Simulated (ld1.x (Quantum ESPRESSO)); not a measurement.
# Al, ultrasoft: configuration errors across variants

Al, ultrasoft, made with ld1.x (Quantum ESPRESSO) 7.5 (PBEsol, scalar-relativistic). Core [Ne], reference 3s2 3p1. Waves: 3s (bound): rcut 1.70, rcutus 2.30 bohr; 3s channel at 0.15 Ry: rcut 1.70, rcutus 2.30 bohr; 3p (bound): rcut 1.55, rcutus 2.15 bohr; 3p channel at 0.2 Ry: rcut 1.55, rcutus 2.15 bohr; 3d channel at 0.4 Ry: rcut 1.65, rcutus 1.95 bohr; 3d channel at 3.15 Ry: rcut 1.65, rcutus 1.95 bohr. Local part: all-electron potential smoothed inside 1.90 bohr (lloc = -2). Core correction: a·sin(br)/r model core inside 1.40 bohr. Augmentation charge: built from norm-conserving waves at rcut, not smoothed further.

All-electron excitation energies from the reference (eV): (1) 3s2 3p0 5.736; (2) 3s1 3p0 24.906; (3) 3s2 3p0.5 2.074; (4) 3s0 3p3 10.405; (5) 3s1 3p2 5.119; (6) 3s2 3p1.3 -0.568; (7) 3s1 3p1 11.527.

A true bound ghost makes a file unfit for plane-wave use even where its test errors are small: the radial tests pick states by their node count and pass the ghost by.

Errors AE − PS in meV (a dash: test not solved or not reliable):

```tsv
change	(1)	(2)	(3)	(4)	(5)	(6)	(7)	bound ghosts
base	+0.4	+1.6	0.0	+0.5	-0.3	0.0	-0.7	none
all radii but the core radius scaled by about 0.78 (s 1.78, p 1.66, d 1.52 bohr, rcut 1.32/1.20/1.28); local potential all-electron potential smoothed inside 1.48 bohr (lloc = -2)	+2.1	-0.5	+0.3	+3.6	+0.3	+0.1	-2.3	p
all radii but the core radius scaled by about 0.90 (s 2.08, p 1.94, d 1.76 bohr, rcut 1.54/1.40/1.50); local potential all-electron potential smoothed inside 1.72 bohr (lloc = -2)	+0.4	-0.5	0.0	+0.7	-0.2	0.0	-1.2	none
all radii but the core radius scaled by about 1.24 (s 2.84, p 2.66, d 2.42 bohr, rcut 2.10/1.92/2.04); local potential all-electron potential smoothed inside 2.36 bohr (lloc = -2)	+0.4	+6.7	0.0	-9.3	-2.1	0.0	-1.1	none
all radii but the core radius scaled by about 1.35 (s 3.10, p 2.90, d 2.64 bohr, rcut 2.30/2.10/2.22); local potential all-electron potential smoothed inside 2.56 bohr (lloc = -2)	+0.7	+8.0	0.0	-23	-5.0	0.0	-3.5	none
```

Q: Give the same row for: all radii but the core radius scaled by about 1.10 (s 2.52, p 2.36, d 2.14 bohr, rcut 1.86/1.70/1.80); local potential all-electron potential smoothed inside 2.08 bohr (lloc = -2).

A: +0.4, +3.9, 0.0, -1.3, -0.5, 0.0, -0.4; bound ghosts: none.
